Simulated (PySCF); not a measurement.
C6H9FSi.
Structure used (GFN2-xTB), in Å, numbered top down from 1:
```
atom  x, y, z in Å
C1     3.797    0.543    0.013
C2     2.443    0.045   -0.020
C3     1.312   -0.372   -0.047
Si4   -0.416   -0.997   -0.088
C5    -1.646   -0.187    1.137
C6    -2.575    0.177   -0.026
F7    -3.044    1.474    0.046
C8    -1.639   -0.052   -1.219
H9     4.006    0.987    0.986
H10    4.498   -0.272   -0.164
H11    3.933    1.301   -0.758
H12   -0.477   -2.458   -0.172
H13   -2.119   -0.783    1.914
H14   -1.258    0.718    1.601
H15   -3.466   -0.458   -0.065
H16   -1.250    0.901   -1.573
H17   -2.107   -0.554   -2.061
```

NICS is the negative of the GIAO shielding at a point without a nucleus: at the ring centre (0) and 1 Å above and below it (1); zz is the component along the ring normal. Level: GIAO PBE0/pcSseg-1 (PySCF, non-relativistic, gas phase) on the GFN2-xTB geometry, one conformer.

Ring bond lengths (Å), with Mayer bond orders in brackets: Si4–C5 1.916 (0.92), C5–C6 1.533 (1.00), C6–C8 1.533 (1.00), C8–Si4 1.915 (0.92).

**Question.** What do the NICS probes read (ppm)?

**Answer.** 
```tsv
ring	type	NICS(0)	NICS(1), two faces	NICS(1)zz, two faces	rms pucker (Å)	centre to ring atoms, mean (Å)
Si4–C5–C6–C8	4-membered ring with Si; formal bonds all single	-0.8	-3.1 / -0.7	0.0 / 6.6	0.09	1.21
```

**Question.** What can be read from them?

**Answer.** 
- Si4–C5–C6–C8: mean NICS(1)zz 3.3 ppm, deshielded. Si4, C5, C6, C8 have four or more neighbours; no verdict on aromaticity is drawn. The two faces differ by 6.6 ppm, so no symmetry operation interchanges them.

**Question.** What is the mean of the two in-plane components of NICS at the second NICS(1) probe listed for ring Si4–C5–C6–C8, 1 Å off the ring?

**Answer.** The isotropic value is a third of the trace: (3 × -0.7 − (6.6))/2 = -4.3 ppm.

**Question.** Give the inner angles of the rings and the Hirshfeld charges of the ring atoms.

**Answer.** 
- Si4–C5–C6–C8: Si4 76.1° (+0.383 e), C5 90.2° (-0.175 e), C6 100.7° (+0.062 e), C8 90.2° (-0.175 e); sum 357.2° against 360° for a flat convex ring.

Time: 89 s of wall time; peak memory 0.96 GiB. Hardware: an Intel Xeon at 2.50 GHz with one thread, on a shared host. This is the whole shielding run at PBE0/pcSseg-1, SCF included.
